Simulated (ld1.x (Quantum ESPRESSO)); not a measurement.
Ag (Z = 47): one change to a TM semilocal potential, before and after

silver, norm-conserving Troullier–Martins (semilocal form), made with ld1.x (Quantum ESPRESSO) 7.5 (PBE, scalar-relativistic). Core [Kr], reference 4d10 5s1 5p0. Waves: 5s (bound): rc 1.75 bohr; 5p (bound, empty): rc 2.65 bohr; 4d (bound): rc 1.30 bohr. Local part: the d channel. Core correction: none.

Change: core correction a·sin(br)/r model core inside 1.08 bohr.

Cutoffs: the cutoffs (Ry, on a coarse ladder) from which the occupation-weighted sum of valence levels, in a spherical-Bessel basis at the reference potential, stays within 10 and 1 mRy of its value at 400 Ry; they do not see the model core or the augmentation charge, which bear on the density cutoff. Errors are all-electron minus pseudo energies relative to the spin-unpolarised reference configuration.

Q: What does the change do?

A: The potential gets neither clearly harder nor softer (80 Ry and 110 Ry → 80 Ry and 110 Ry); of the 7 tests that both files solve, the error grows in 5 and shrinks in 1 by more than 15 % and 0.3 meV (median size 13.9 → 30.2 meV); neither file shows a bound ghost. A semilocal file is local in each channel, so a ghost entry of none says nothing of the separable form that plane-wave codes build from it. A model core, the more so a compact one, raises the density cutoff, which this test does not measure.

```csv
quantity,base,changed
"cutoff, loose",80 Ry,80 Ry
"cutoff, tight",110 Ry,110 Ry
bound ghosts,none,none
"error for 4d10 5s0 5p0, meV [ΔE 7.76 eV]",+11,-6.9
"error for 4d9 5s0 5p0, meV [ΔE 29.87 eV]",+27,-49
"error for 4d8 5s0 5p0, meV [ΔE 66.06 eV]",-67,-301
"error for 4d9 5s2 5p0, meV [ΔE 4.08 eV]",-14,-30
"error for 4d10 5s0.5 5p0, meV [ΔE 3.02 eV]",+1.6,-1.6
"error for 4d9 5s1 5p1, meV [ΔE 8.57 eV]",-30,-47
"error for 4d9 5s1 5p0, meV [ΔE 13.15 eV]",+4.8,-12
s: phases at 2.91 bohr within 0.05 rad from the reference energy up to (Ry; the scan ends near 5),1.1,1.1
p: phases at 2.91 bohr within 0.05 rad from the reference energy up to (Ry; the scan ends near 5),2.8,2.8
d: phases at 2.91 bohr within 0.05 rad from the reference energy up to (Ry; the scan ends near 5),to the end of the scan,to the end of the scan
```
